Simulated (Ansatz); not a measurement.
CH8InNSiTe, SMILES `[CH3][In]([NH2])[SiH2][TeH]`, 13 atoms. Charge 0, multiplicity 1. Correlated methods include outer-core shells of In, Te, which these sets cover unevenly. In, Te: def2 effective core potential. Hardware: A = 2 threads of an AMD EPYC 7R13 on a shared host; B = 2 threads of an AMD EPYC 7R13 on a shared host and a share of an NVIDIA H100 80 GB. Correlated methods freeze the cores. Open-shell runs search over several starts.

**Question.** Give the basis size and wall time and peak host memory of each of these runs in Ansatz. RKS PBE0-D4/def2-TZVP relaxation (36 steps) [B]; UKS r2SCAN-D4/def2-TZVPP energy of the cation [B]; direct RPA on PBE orbitals/def2-TZVPP energy [B]; RKS PBE0-D4/def2-SVP energy [A]; RKS ωB97M-V/def2-SVP energy [A]; RKS LC-ωPBE/def2-TZVPP energy [B]; UKS ωB97X-V/def2-TZVPP energy of the cation [B]; UKS B3LYP-D4/def2-TZVPP energy of the cation [B]; RHF-CCSD(T)/def2-SVP energy [B]; UHF-MP2/def2-QZVPP energy of the cation [B]; UKS B2PLYP (frozen core)/def2-TZVPP energy of the cation [B]; RHF-CCSD(T)/def2-TZVPP energy [B]. (Best estimate.)

**Answer.** The calculation gave: Other jobs shared the machine, so times are rough.

```tsv
level	job	functions	wall time	peak host memory (GiB)
RKS PBE0-D4/def2-SVP	energy [A]	138	3.6 s	0.42
RHF-CCSD(T)/def2-SVP	energy [B]	138	8 s	0.78
RKS LC-ωPBE/def2-TZVPP	energy [B]	316	9 s	0.86
RKS ωB97M-V/def2-SVP	energy [A]	138	14 s	0.62
direct RPA on PBE orbitals/def2-TZVPP	energy [B]	316	15 s	1.4
UKS B2PLYP (frozen core)/def2-TZVPP	energy of the cation [B]	316	15 s	1.5
UHF-MP2/def2-QZVPP	energy of the cation [B]	588	19 s	1.2
UKS ωB97X-V/def2-TZVPP	energy of the cation [B]	316	23 s	1.1
RHF-CCSD(T)/def2-TZVPP	energy [B]	316	24 s	1.4
UKS B3LYP-D4/def2-TZVPP	energy of the cation [B]	316	24 s	0.92
UKS r2SCAN-D4/def2-TZVPP	energy of the cation [B]	316	26 s	0.99
RKS PBE0-D4/def2-TZVP	relaxation (36 steps) [B]	247	2.8 min	0.89
```

B3LYP here is the variant with VWN-RPA as its local correlation; programs differ in this. LC-ωPBE has ω = 0.4 bohr⁻¹.
